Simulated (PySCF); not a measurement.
Se(Cl)(Et) (C2H5ClSe), SMILES CC[Se]Cl. Atoms are numbered in the order given.

```xyz
9

Se    -0.1958     0.0637     0.7989
Cl     1.3134     1.0563    -0.4289
C     -0.5807    -1.3784    -0.4415
C     -1.2017    -0.9157    -1.7502
H     -1.2624    -2.0287     0.1338
H      0.3544    -1.9357    -0.5979
H     -0.5267    -0.2181    -2.2680
H     -2.1585    -0.4009    -1.5749
H     -1.3825    -1.7765    -2.4144
```
Charge 0, spin multiplicity 1.

Coordinates come from a ωB97X-D3(BJ)/def2-SVP optimisation. Other conformers were not sampled.

The numbers are results of ωB97X/def2-TZVP (PySCF), not measurements.

Atomic charges (e):

```json
[
 {"atom": "Se1", "meta-Löwdin": "0.25", "Mulliken": "0.18"},
 {"atom": "Cl2", "meta-Löwdin": "-0.25", "Mulliken": "-0.23"},
 {"atom": "C3", "meta-Löwdin": "-0.28", "Mulliken": "-0.27"},
 {"atom": "C4", "meta-Löwdin": "-0.33", "Mulliken": "-0.33"},
 {"atom": "H5", "meta-Löwdin": "0.12", "Mulliken": "0.13"},
 {"atom": "H6", "meta-Löwdin": "0.12", "Mulliken": "0.15"},
 {"atom": "H7", "meta-Löwdin": "0.12", "Mulliken": "0.13"},
 {"atom": "H8", "meta-Löwdin": "0.11", "Mulliken": "0.12"},
 {"atom": "H9", "meta-Löwdin": "0.12", "Mulliken": "0.12"}
]
```

**Question.** Give the Mayer and Wiberg (Löwdin basis) orders of the bonds. (The exact figures need the calculation; the answer reports its results.)

**Answer.** 
```tsv
bond	Mayer	Wiberg
Se1–Cl2	1.02	1.56
Se1–C3	1.04	1.45
C3–C4	0.96	1.34
C3–H5	0.95	0.87
C3–H6	0.96	0.88
C4–H7	0.97	0.90
C4–H8	0.97	0.91
C4–H9	0.97	0.90
```
